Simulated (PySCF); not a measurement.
Compound: 1-chloropentafluorobenzene, C₆ClF₅.
SMILES: `Fc1c(F)c(F)c(Cl)c(F)c1F`

Level of theory: PBE0-D3(BJ)/def2-SVP geometry optimisation, gas phase (PySCF).

Masses are those of the commonest isotopes; rigid-rotor values at the optimised geometry. 

(1) What are A, B and C (GHz)?

(2) What kind of rotor is it?

(3) Is it planar, by Δ = Ic − Ia − Ib?

(4) Give the coordinates in the principal-axis frame, origin at the centre of mass.

(5) Where do the levels up to J = 3 lie, in MHz?

(6) Which lines would a microwave search look for?

(7) Estimate the classical rotational partition function at 25 K, 100 K and 500 K.

## Answers

(1) Ia = 490.67, Ib = 670.82, Ic = 1161.49 u·Å²; 505379 MHz·u·Å²/I gives 1030, 753.4 and 435.1 MHz, that is A = 1.0300, B = 0.7534, C = 0.4351 GHz.

(2) An asymmetric top. Ray's parameter κ = (2B − A − C)/(A − C) = 0.070; −1 is the prolate and +1 the oblate limit.

(3) Planar: Δ = Ic − Ia − Ib = 0.00 u·Å². For a rigid frame Δ = −2 Σ m c², so it vanishes when all atoms lie in the ab plane; here none is more than 0.01 Å from it.

(4) The sense of each axis is arbitrary; atoms in the order of the calculation.
```csv
atom,mass (u),a (Å),b (Å),c (Å)
F1,18.998,-2.992,0.000,0.004
C2,12.000,-1.674,0.000,0.003
C3,12.000,-0.978,-1.208,-0.003
F4,18.998,-1.640,-2.350,-0.005
C5,12.000,0.416,-1.207,0.003
F6,18.998,1.060,-2.356,0.004
C7,12.000,1.119,0.000,-0.001
Cl8,34.969,2.830,-0.001,-0.002
C9,12.000,0.417,1.207,0.002
F10,18.998,1.061,2.357,0.003
C11,12.000,-0.977,1.208,-0.003
F12,18.998,-1.640,2.349,-0.003
```

(5) Above 0(0,0):
J = 1: 1(0,1) 1188, 1(1,1) 1465, 1(1,0) 1783
J = 2: 2(0,2) 3406, 2(1,2) 3524, 2(1,1) 4479, 2(2,1) 5308, 2(2,0) 5468
J = 3: 3(0,3) 6493, 3(1,3) 6528, 3(1,2) 8379, 3(2,2) 8874, 3(2,1) 9512, 3(3,1) 11136, 3(3,0) 11195
The levels of one J sum to (2J + 1)J(J + 1)(A + B + C)/3.

(6) The dipole components are |μa| = 0.25 D, |μb| = 0.00 D, |μc| = 0.00 D; the symmetry axis of this C2v structure is a, so μb and μc vanish by symmetry and there are no b-type or c-type lines. Some of the stronger lines:

| type | branch | J(Ka,Kc) | MHz | lower level (cm⁻¹) |
| --- | --- | --- | --- | --- |
| a | Q | 1(1,0) ← 1(1,1) | 318 | 0.049 |
| a | Q | 3(2,1) ← 3(2,2) | 638 | 0.296 |
| a | Q | 2(1,1) ← 2(1,2) | 955 | 0.118 |
| a | R | 1(0,1) ← 0(0,0) | 1188 | 0.000 |
| a | Q | 3(1,2) ← 3(1,3) | 1851 | 0.218 |
| a | R | 2(1,2) ← 1(1,1) | 2059 | 0.049 |
| a | R | 2(0,2) ← 1(0,1) | 2217 | 0.040 |
| a | R | 2(1,1) ← 1(1,0) | 2695 | 0.059 |
| a | R | 3(1,3) ← 2(1,2) | 3004 | 0.118 |
| a | R | 3(0,3) ← 2(0,2) | 3087 | 0.114 |
| a | R | 3(2,2) ← 2(2,1) | 3565 | 0.177 |
| a | R | 3(1,2) ← 2(1,1) | 3901 | 0.149 |
| a | R | 3(2,1) ← 2(2,0) | 4044 | 0.182 |

(7) Point group C2v, symmetry number σ = 2; q = (√π/σ)·√((kT/h)³/(ABC)), k/h = 20836.6 MHz/K: 18100 at 25 K, 145000 at 100 K, 1620000 at 500 K.

PBE0-D3(BJ)/def2-SVP frequencies: not computed here. Zero-point vibration and centrifugal distortion are left out. Quadrupole hyperfine structure (35Cl) is left out.
